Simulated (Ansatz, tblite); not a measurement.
Cost and result up the ladder for the cluster PbI2⁺ (3 atoms). Total charge 1; doublet. Geometry: PBE0-D4/def2-SVP.

Cartesian coordinates in Å:
```
Pb -0.5423 -1.2725 0.7543
I 1.7311 0.4821 0.4122
I -1.1888 0.7905 -1.1666
```

Ansatz on 4 threads of INTEL XEON PLATINUM 8581C on a shared host; xTB runs through tblite on one thread. Times are rough, summed over both states, and most runs start from the orbitals of an earlier one. PBE-QIDH/def2-TZVP serves as the yardstick here, not as an exact answer. Differences are given only for rows in sets of like size (and for xTB, whose basis is part of the method), since another set adds its own error. The other state is a quartet at its own geometry.

In the def2 sets I, Pb take a core potential; there is no spin–orbit coupling. The xTB rows come from tblite. Correlated methods freeze 12 core orbitals; core or outer-core shells of Pb, I are correlated, in sets that lack core-valence functions. The rows differ in basis, and correlated rows in double-zeta sets carry the largest basis error. In CCSD on the charge 1 quartet the largest single amplitude is 0.33, so its Hartree–Fock determinant may place the open shell otherwise than the density functionals do. In the quartet, I2 and I3 lie 3.08 Å apart (atoms count from 1), so these atoms are partly bonded to each other. The structure comes from a short search, and lower isomers may exist.

Correlated methods converge slowly with the basis, most of all in double-zeta sets (MP2 moves by 0.23 eV from def2-SVP to def2-TZVP here).

xTB has no spin-polarisation term.

```
                          level  functions  wall time  quartet − doublet (eV)  difference from PBE-QIDH/def2-TZVP (eV)
                       GFN1-xTB         22    0.004 s                    3.80                                     1.06
                       GFN2-xTB         22    0.004 s                    3.51                                     0.76
          LDA (SPW92)/def2-TZVP        150      1.6 s                    2.66                                    -0.09
               PBE-D4/def2-TZVP        150      2.6 s                    2.44                                    -0.30
              BLYP-D4/def2-TZVP        150      2.7 s                    2.37                                    -0.38
              PBE0-D4/def2-TZVP        150        4 s                    2.52                                    -0.23
            r2SCAN-D4/def2-TZVP        150      4.3 s                    2.43                                    -0.31
              RPA@PBE/def2-TZVP        150      5.9 s                    2.28                                    -0.46
                  MP2/def2-TZVP        150      6.5 s                    2.94                                     0.19
               CCSD(T)/def2-SVP         78        8 s                    2.41                                        –
             PBE-QIDH/def2-TZVP        150      9.4 s                    2.75                                     0.00
               B2PLYP/def2-TZVP        150       13 s                    2.59                                    -0.16
ωB97M-V/def2-TZVP (with forces)        150       29 s                    2.56                                    -0.19
```
